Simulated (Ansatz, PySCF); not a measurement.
H12N2OSi4, SMILES [SiH3]N[SiH](N[SiH3])O[SiH3]. Atoms are numbered in the order given.

```xyz
19

Si     0.0526     0.0855     1.2065
N      1.6550    -0.3555     0.7251
Si     2.4639     0.2464    -0.7084
N     -0.3333     1.5775     0.4213
Si    -1.6895     1.8399    -0.6585
O     -1.1048    -0.9689     0.6383
Si    -1.1732    -2.2757    -0.3933
H     -0.0334     0.0959     2.6872
H      2.1853    -0.9920     1.3150
H      3.7121    -0.5530    -0.8760
H      1.6114     0.0940    -1.9202
H      2.8429     1.6871    -0.5949
H      0.2266     2.3967     0.6441
H     -1.6601     0.8955    -1.8112
H     -3.0103     1.6957     0.0193
H     -1.5635     3.2357    -1.1692
H     -0.5173    -1.9618    -1.6943
H     -2.6055    -2.6026    -0.6222
H     -0.4898    -3.4528     0.2183
```

The structure is a stationary point at B3LYP-D3(BJ)/def2-SVP. Other conformers were not sampled.

Two levels are set side by side: PBE-D3(BJ)/def2-SVP (Ansatz, a program for electronic structure) and B3LYP-D3(BJ)/def2-SVP (Ansatz). Each level has its own optimised geometry; the coordinates shown are those of the second. Frequencies come from the Hessian of PySCF at each geometry. Differences are taken from unrounded values.

```
quantity                            B3LYP-D3(BJ)  PBE-D3(BJ)  PBE-D3(BJ) minus B3LYP-D3(BJ)
----------------------------------  ------------  ----------  -----------------------------
mean bond length (Å)                       1.513       1.525                          0.012
bond Si1–N2 (Å)                            1.730       1.739                          0.009
bond Si1–N4 (Å)                            1.730       1.739                          0.009
bond Si1–O6 (Å)                            1.666       1.681                          0.015
bond N2–Si3 (Å)                            1.753       1.763                          0.011
bond N4–Si5 (Å)                            1.753       1.764                          0.011
bond O6–Si7 (Å)                            1.666       1.682                          0.016
bond Si1–H8 (Å)                            1.483       1.497                          0.014
bond N2–H9 (Å)                             1.017       1.024                          0.007
bond Si3–H10 (Å)                           1.492       1.505                          0.013
bond Si3–H11 (Å)                           1.489       1.503                          0.014
bond Si3–H12 (Å)                           1.494       1.508                          0.014
bond N4–H13 (Å)                            1.017       1.024                          0.007
bond Si5–H14 (Å)                           1.490       1.504                          0.014
bond Si5–H15 (Å)                           1.492       1.505                          0.013
bond Si5–H16 (Å)                           1.492       1.505                          0.013
bond Si7–H17 (Å)                           1.490       1.504                          0.014
highest harmonic wavenumber (cm⁻¹)          3593        3523                            -70
mean harmonic wavenumber (cm⁻¹)             1062        1027                            -34
zero-point energy (kcal/mol)               77.41       74.90                          -2.51
```

GGA bonds tend to be longer and softer than those of functionals with exact exchange. Differences between two approximate levels are no errors against the true value.
